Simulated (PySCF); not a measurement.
PySCF input for Zr(Cl)2(OH)2 (Cl₂H₂O₂Zr), SMILES [OH][Zr]([Cl])([OH])[Cl], multiplicity 1, TDA-PBE/def2-SVPD. Geometry optimised at B3LYP-D3(BJ)/def2-SVP. The spin state was assumed, not searched. The structure was generated by enumeration; whether it is a known compound was not checked. The def2 effective core potentials stand for the cores of Zr; spin–orbit coupling is left out. Other conformers were not sampled.

```python
import numpy as np
from pyscf import gto, scf, dft, tdscf

mol = gto.M(
    atom='''
    Zr   -0.00000000   -0.00000000   -0.27764712
    Cl   -1.94733748    0.00000001    1.08347007
    Cl    1.94733749    0.00000000    1.08347006
    O    -0.00000001   -1.56771379   -1.36063159
    H    -0.00000001   -2.30013240   -1.98099593
    O     0.00000000    1.56771379   -1.36063161
    H    -0.00000000    2.30013239   -1.98099595
    ''',
    basis='def2-SVPD',
    ecp={'Zr': 'def2-svp'},
    charge=0,
    spin=0,
    symmetry=True,
    max_memory=1600,
    verbose=4,
)
mf = dft.RKS(mol, xc='pbe').density_fit(auxbasis='def2-universal-jkfit')
mf.grids.level = 3
mf.conv_tol = 1e-9
mf.max_cycle = 100
mf.kernel()
mf.grids = dft.Grids(mol).set(level=1).build(with_non0tab=True)  # coarser grid for the response kernel
td = tdscf.TDA(mf)
td.singlet = True
td.nstates = 10
td.conv_tol = 1e-4
td.positive_eig_threshold = 1e-6
td.kernel(x0=td.get_init_guess(mf, 15))
td.analyze()
tt = tdscf.TDA(mf)
tt.singlet = False
tt.nstates = 4
tt.conv_tol = 1e-4
tt.positive_eig_threshold = 1e-6
tt.kernel(x0=tt.get_init_guess(mf, 9))
tt.analyze(verbose=3)
```

Program output:

```
PySCF version 2.14.0

[INPUT] verbose = 4
[INPUT] num. atoms = 7
[INPUT] num. electrons = 64
[INPUT] charge = 0
[INPUT] spin (= nelec alpha-beta = 2S) = 0
[INPUT] symmetry True subgroup None
[INPUT] Mole.unit = angstrom
[INPUT] Symbol           X                Y                Z      unit          X                Y                Z       unit  Magmom
[INPUT]  1 Zr     0.000000000000   0.000000000000  -0.277647120000 AA    0.000000000000   0.000000000000  -0.524677016074 Bohr   0.0
[INPUT]  2 Cl    -1.947337480000   0.000000010000   1.083470070000 AA   -3.679934509301   0.000000018897   2.047461696463 Bohr   0.0
[INPUT]  3 Cl     1.947337490000   0.000000000000   1.083470060000 AA    3.679934528198   0.000000000000   2.047461677566 Bohr   0.0
[INPUT]  4 O     -0.000000010000  -1.567713790000  -1.360631590000 AA   -0.000000018897  -2.962549704804  -2.571221061531 Bohr   0.0
[INPUT]  5 H     -0.000000010000  -2.300132400000  -1.980995930000 AA   -0.000000018897  -4.346620286239  -3.743539761578 Bohr   0.0
[INPUT]  6 O      0.000000000000   1.567713790000  -1.360631610000 AA    0.000000000000   2.962549704804  -2.571221099326 Bohr   0.0
[INPUT]  7 H      0.000000000000   2.300132390000  -1.980995950000 AA    0.000000000000   4.346620267341  -3.743539799373 Bohr   0.0

nuclear repulsion = 300.51054840142
point group symmetry = C2v
symmetry origin: [ 1.64324007e-09  3.28648022e-09 -1.43783512e-09]
symmetry axis x: [ 1.00000000e+00 -2.31095876e-09 -3.75458149e-10]
symmetry axis y: [-2.31095876e-09 -1.00000000e+00 -3.03772899e-09]
symmetry axis z: [ 3.75458142e-10 -3.03772897e-09  1.00000000e+00]
num. orbitals of irrep A1 = 56
num. orbitals of irrep A2 = 20
num. orbitals of irrep B1 = 36
num. orbitals of irrep B2 = 38
number of shells = 60
number of NR pGTOs = 236
number of NR cGTOs = 150
basis = def2-SVPD
ecp = {'Zr': 'def2-svp'}


[settings echo left out]
init E= -1112.45154175407
HOMO (B1) = -0.502427731857455  LUMO (A1) = -0.434694435860692  gap/eV = 1.84312
cycle= 1 E= -1116.86033587542  delta_E= -4.41  |g|= 2.61  |ddm|= 6.45
HOMO (A1) = 0.0454106548511535  LUMO (B1) = 0.0577725688082564  gap/eV = 0.33638
cycle= 2 E= -1099.15468943258  delta_E= 17.7  |g|= 6.01  |ddm|= 55.2
HOMO (B1) = -0.340896960392902  LUMO (A1) = -0.179268092867794  gap/eV = 4.39815
cycle= 3 E= -1117.46500257571  delta_E= -18.3  |g|= 2.11  |ddm|= 56.6
HOMO (B1) = -0.301730130277211  LUMO (A1) = -0.158258870692598  gap/eV = 3.90405
cycle= 4 E= -1118.31622946255  delta_E= -0.851  |g|= 0.887  |ddm|= 3.08
HOMO (B2) = -0.290189567945843  LUMO (A1) = -0.0904583961129291  gap/eV = 5.43496
cycle= 5 E= -1118.4967880923  delta_E= -0.181  |g|= 0.195  |ddm|= 1.12
HOMO (B1) = -0.272316527608107  LUMO (A1) = -0.0781703420489777  gap/eV = 5.28299
cycle= 6 E= -1118.50856348974  delta_E= -0.0118  |g|= 0.0582  |ddm|= 0.433
HOMO (B1) = -0.282477440657589  LUMO (A1) = -0.0874600703126163  gap/eV = 5.30669
cycle= 7 E= -1118.50927550226  delta_E= -0.000712  |g|= 0.025  |ddm|= 0.156
HOMO (B1) = -0.280313557305987  LUMO (A1) = -0.0860655553578624  gap/eV = 5.28576
cycle= 8 E= -1118.50943082771  delta_E= -0.000155  |g|= 0.00506  |ddm|= 0.0469
HOMO (B1) = -0.280732614409857  LUMO (A1) = -0.0859135145392713  gap/eV = 5.30130
cycle= 9 E= -1118.50943874074  delta_E= -7.91e-06  |g|= 0.0012  |ddm|= 0.00811
HOMO (B1) = -0.280641547121933  LUMO (A1) = -0.085812641531966  gap/eV = 5.30156
cycle= 10 E= -1118.50943913115  delta_E= -3.9e-07  |g|= 0.000421  |ddm|= 0.00224
HOMO (B1) = -0.280637327458123  LUMO (A1) = -0.0858093507282689  gap/eV = 5.30154
cycle= 11 E= -1118.50943917156  delta_E= -4.04e-08  |g|= 0.000111  |ddm|= 0.000464
HOMO (B1) = -0.280633098754989  LUMO (A1) = -0.0858084810524957  gap/eV = 5.30145
cycle= 12 E= -1118.50943917458  delta_E= -3.02e-09  |g|= 2.12e-05  |ddm|= 0.000135
HOMO (B1) = -0.280631778492438  LUMO (A1) = -0.0858076785212063  gap/eV = 5.30143
cycle= 13 E= -1118.50943917471  delta_E= -1.29e-10  |g|= 1.87e-06  |ddm|= 2.96e-05
HOMO (B1) = -0.280632111638802  LUMO (A1) = -0.0858082792267183  gap/eV = 5.30143
Extra cycle  E= -1118.5094391747  delta_E= 1.14e-12  |g|= 3.92e-06  |ddm|= 8.05e-06
converged SCF energy = -1118.5094391747
tot grids = 36144
Overwritten attributes  positive_eig_threshold  of <class 'pyscf.tdscf.rks.TDA'>


******** <class 'pyscf.tdscf.rks.TDA'> for <class 'pyscf.df.df_jk.DFSymAdaptedRKS'> ********
nstates = 10 singlet
deg_eia_thresh = 1.000e-03
wfnsym = None
conv_tol = 0.0001
eigh lindep = 1e-12
eigh level_shift = 0
eigh max_cycle = 100


Excitation energies (eV)
[5.41387791 5.50022461 5.57381142 5.63035782 5.77937576 5.94137196
 6.05928181 6.07560351 6.13969359 6.19434482]

** Singlet excitation energies and oscillator strengths **
Excited State   1:   A2      5.41388 eV    229.01 nm  f=0.0000
      31 -> 33        0.70601
Excited State   2:   B2      5.50022 eV    225.42 nm  f=0.0003
      30 -> 33        0.65867
      32 -> 34        0.25212
Excited State   3:   B1      5.57381 eV    222.44 nm  f=0.0229
      30 -> 34        0.37148
      32 -> 33        0.58542
Excited State   4:   B2      5.63036 eV    220.21 nm  f=0.0035
      30 -> 33       -0.24278
      32 -> 34        0.65426
Excited State   5:   A1      5.77938 eV    214.53 nm  f=0.0082
      29 -> 33       -0.36464
      31 -> 34       -0.59163
Excited State   6:   B1      5.94137 eV    208.68 nm  f=0.0428
      28 -> 33        0.26387
      29 -> 35       -0.10232
      30 -> 34        0.53579
      31 -> 36       -0.22889
      32 -> 33       -0.25389
Excited State   7:   A1      6.05928 eV    204.62 nm  f=0.0080
      28 -> 35       -0.11273
      29 -> 33        0.51747
      30 -> 36        0.22815
      31 -> 34       -0.24349
      32 -> 35        0.30377
Excited State   8:   A2      6.07560 eV    204.07 nm  f=0.0000
      29 -> 34       -0.70366
Excited State   9:   B1      6.13969 eV    201.94 nm  f=0.0086
      27 -> 34       -0.11879
      28 -> 33        0.63474
      29 -> 35        0.11705
      30 -> 34       -0.13475
      31 -> 36        0.15345
      32 -> 33        0.12203
Excited State  10:   B2      6.19434 eV    200.16 nm  f=0.0042
      27 -> 33       -0.67116
      28 -> 34        0.12402
      31 -> 35       -0.14202

** Transition electric dipole moments (AU) **
state          X           Y           Z        Dip. S.      Osc.
  1         0.0000     -0.0000     -0.0000      0.0000      0.0000
  2        -0.0000     -0.0505      0.0000      0.0026      0.0003
  3         0.4099      0.0000     -0.0000      0.1680      0.0229
  4        -0.0000      0.1587      0.0000      0.0252      0.0035
  5        -0.0000      0.0000     -0.2400      0.0576      0.0082
  6        -0.5424     -0.0000      0.0000      0.2942      0.0428
  7        -0.0000      0.0000     -0.2317      0.0537      0.0080
  8         0.0000     -0.0000     -0.0000      0.0000      0.0000
  9         0.2385      0.0000     -0.0000      0.0569      0.0086
 10        -0.0000      0.1671     -0.0000      0.0279      0.0042

WARN: ECP detected. Skipping calculation of transition velocity and magnetic dipole moments, which have not yet been implemented.



******** <class 'pyscf.tdscf.rks.TDA'> for <class 'pyscf.df.df_jk.DFSymAdaptedRKS'> ********
nstates = 4 triplet
deg_eia_thresh = 1.000e-03
wfnsym = None
conv_tol = 0.0001
eigh lindep = 1e-12
eigh level_shift = 0
eigh max_cycle = 100


Excitation energies (eV)
[5.11938146 5.29897937 5.35582622 5.46754661]

** Triplet excitation energies and oscillator strengths **
Excited State   1:   B1      5.11938 eV    242.19 nm  f=0.0000
Excited State   2:   A2      5.29898 eV    233.98 nm  f=0.0000
Excited State   3:   B2      5.35583 eV    231.49 nm  f=0.0000
Excited State   4:   A1      5.46755 eV    226.76 nm  f=0.0000
```

Self-consistency was reached.
